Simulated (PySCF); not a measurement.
**Excitation energy of P²⁺ by level of theory**

P²⁺ [Ne] 3s2 3p1 (2P) → P²⁺ [Ne] 3s1 3p1 3d1 (high-spin determinant), as a difference of total energies. Computed with PySCF 2.14 in aug-cc-pCVTZ-DK with one added diffuse shell each of s, p, d, f type (9s8p6d4f, 91 functions), with scalar relativity by spin-free X2C-1e. Correlated levels: valence: [Ne] frozen. The calculations carry no spin-orbit coupling.

```tsv
method	excitation energy (eV)
UHF	19.762
MP2 (valence)	20.646
SCS-MP2 (valence)	21.091
CCSD (valence)	19.930
CCSD(T) (valence)	19.671
```

**Question.** How much does correlation contribute at CCSD(T) (valence)?

**Answer.** 19.671 − (19.762) = -0.091 eV, measured against UHF.

A first-order spin-orbit estimate (lowest level to lowest level, LS coupling) adds 0.010 eV.

The promoted electron is Rydberg-like, and one or two diffuse shells describe it only roughly, which tends to raise the upper state.

The coupled-cluster amplitudes are large for the upper state (T1 above 0.03 or a double amplitude above 0.15), so a single reference is strained.

The determinant of the upper state mixes LS terms, which raises its energy above the lowest term, most at the Hartree-Fock and MP2 levels.
